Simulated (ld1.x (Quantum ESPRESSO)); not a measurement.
# Transferability test, TM semilocal potential for aluminium (Al)

```
Element                 : Al
Generator               : ld1.x (Quantum ESPRESSO) 7.5
Type                    : norm-conserving Troullier–Martins (semilocal form)
Functional              : BLYP
Relativity              : scalar-relativistic
Frozen core             : [He]
Valence charge          : 11
Reference configuration : 2s2 2p6 3s1 3p0 (charge +2)
Partial waves           : 2p (bound): rc 0.50 bohr; 2s (bound): rc 0.90 bohr
Local potential         : the s channel
Core correction         : none
```

Occupied shells without a wave of their own: 3s. They enter only through the test configuration that unscreens the potential.

Energies are relative to the spin-unpolarised reference configuration 2s2 2p6 3s1 3p0; without spin polarisation the order of configurations can differ from experiment.

```
valence configuration  charge  ΔE all-electron (eV)  error AE − PS (meV)
      2s2 2p6 3s2 3p1       0               -24.843                 +237
      2s2 2p6 3s2 3p0      +1               -19.216                 +275
    2s2 2p6 3s2 3p0.5    +0.5               -22.830                 +252
      2s1 2p6 3s2 3p1      +1                95.667                 +428
      2s2 2p6 3s0 3p3       0               -14.257                 -267
```

Q: What are ΔE and the potential's error for 2s2 2p6 3s0 3p0?

A: ΔE = 28.708 eV all-electron; the error (AE − PS) is -452 meV.

Q: What are ΔE and the potential's error for 2s2 2p5 3s2 3p1?

A: ΔE = 57.962 eV all-electron; the error (AE − PS) is +563 meV.

Levels in the configuration 2s2 2p6 3s0 3p0:

```json
{"level": "2s", "all-electron (eV)": "-142.494", "pseudo (eV)": "-142.802"}
{"level": "2p", "all-electron (eV)": "-104.181", "pseudo (eV)": "-104.501"}
```

ld1.x printed “convergence not achieved” for 6 of the counted tests; their residual had stalled under 1e-8, short of the target of 1e-14. The 3s level has no wave, so the channel is fitted at the deeper level alone: the likely source of the large errors.

The potential misses its own reference levels by up to 0.4 eV.
